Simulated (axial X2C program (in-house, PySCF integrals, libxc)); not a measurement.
## Potential curves of InH⁺, 2c

Calculated with an in-house relativistic program for diatomic molecules. Two-component (2c) means X2C with spin–orbit coupling and atomic mean-field two-electron Coulomb and Gaunt terms. Basis: In dyall-cv3z [11s12p9d4f1g], H dyall-v3z [6s2p1d] (cores contracted in-house); Gaussian nuclei, density fitting, unrestricted open shells. Masses: In 114.904 u, H 1.008 u.

State: Ω = 1/2 (⟨Sz⟩ = 0.50, ⟨Lz⟩ = 0.00 at HF). Energies in eV from the fragments at the same level (In+ + H). Fits are polynomials in 1 − R0/R over 0.85 to 1.23 times the lowest point R0.

| R (Å) | CCSD |
| --- | --- |
| 1.6917 | -0.1639 |
| 1.7475 | -0.2071 |
| 1.8032 | -0.2248 |
| 1.8590 | -0.2248 |
| 1.9241 | -0.2106 |
| 1.9891 | -0.1888 |
| 2.0728 | -0.1579 |

Correlated methods: 13 electrons correlated (number of frozen shells: In 4 s, 3 p, 1 d; H none), 193 virtual spin orbitals or spinors in MP2, 90 natural virtuals in coupled cluster.

The state is a single determinant with fixed occupations, the lowest that a limited PBE0 search found. De is counted from the lowest determinant-based energies of the atoms at the same level, without counterpoise correction. CCSD ran in a truncated set of natural virtual spinors with an MP2 remainder; without triples it tends to underbind. Coupled cluster ran on the points near the minimum only. MP2 and coupled cluster on one determinant become unreliable at the stretched end.

(1) What are Re, ωe and De at the CCSD level?

Results:

(1) At CCSD, 2c: Re = 1.830 Å, ωe ≈ 1120 cm⁻¹, De = 0.23 eV to In+ + H; Be follows as 5.04 cm⁻¹.
